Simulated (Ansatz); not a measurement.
Consider the ligand exchange at the Se–Si bond: `Cl[SiH2][SeH]` + H₂Se → `[SeH][SeH]` + `[SiH3]Cl`.

Isolated molecules relaxed with PBE0-D4/def2-TZVP in Ansatz; ΔE leaves out vibrations. CBS: MP2 limit from def2 TZ/QZ plus the TZ coupled-cluster correction, frozen cores. This one scheme is used for every species. For Se outer-core shells are correlated without core-valence functions, which leaves a few kJ/mol of doubt a bond. Scalar relativity is left out up to krypton. One conformer a species, not always the lowest.

`Cl[SiH2][SeH]`:

Z-matrix (Å, degrees):
```
Si
Se 1 2.271
Cl 1 2.048 2 106.0
H 1 1.481 2 111.7 3 -118.0
H 1 1.481 2 111.8 3 118.0
H 2 1.471 1 91.4 3 179.2
```

H₂Se:

```xyz
3

Se   -0.316    0.495   -0.351
H     1.032   -0.083   -0.379
H    -0.716   -0.412    0.730
```

`[SeH][SeH]`:

```xyz
4

Se    1.098   -0.585   -0.260
Se   -1.211   -0.378   -0.083
H     1.333    0.716   -0.907
H    -1.220    0.247    1.250
```

`[SiH3]Cl`:

```xyz
5

Si   -0.075    0.020    0.102
Cl    1.130   -0.302   -1.529
H    -1.296    0.728   -0.347
H     0.669    0.845    1.081
H    -0.427   -1.291    0.693
```

```json
{"species": "`Cl[SiH2][SeH]`", "CCSD(T)/CBS(def2) energy (Eh)": "-3151.43476"}
{"species": "H₂Se", "CCSD(T)/CBS(def2) energy (Eh)": "-2401.89790"}
{"species": "`[SeH][SeH]`", "CCSD(T)/CBS(def2) energy (Eh)": "-4802.61264"}
{"species": "`[SiH3]Cl`", "CCSD(T)/CBS(def2) energy (Eh)": "-750.69636"}
```

(1) Work out ΔE.

(2) What do rigid-rotor, harmonic-oscillator terms from PBE0-D4/def2-TZVP frequencies (298.15 K, 1 bar) make of the CCSD(T)/CBS value? (Estimate.)

Largest T1 diagnostic among the species: 0.009.

Answers

(1) ΔE = (-4802.61264) + (-750.69636) − (-3151.43476) − (-2401.89790) = 0.02366 Eh = +62.1 kJ/mol.

(2) The calculation gave: ΔZPE = +4.3 kJ/mol, ΔH = +63.7 kJ/mol, ΔS = -16 J/(mol·K), ΔG = +68.5 kJ/mol.

The D4 term adds +3.5 kJ/mol with B3LYP and +1.9 kJ/mol with PBE0; it sums over pairs of atoms, weighted by their polarisabilities, and B3LYP, whose exchange is more repulsive, gets the larger term. In def2-TZVPP, CCSD(T) changes the Hartree–Fock value by +8.5 kJ/mol (the triples alone add +0.3 kJ/mol) and MP2 by +12.8 kJ/mol. From BLYP to BHLYP (50 % exact exchange), in def2-TZVPP and without D4, ΔE moves by +9.2 kJ/mol.

B3LYP here is the variant with VWN-RPA as its local correlation; programs differ in this.
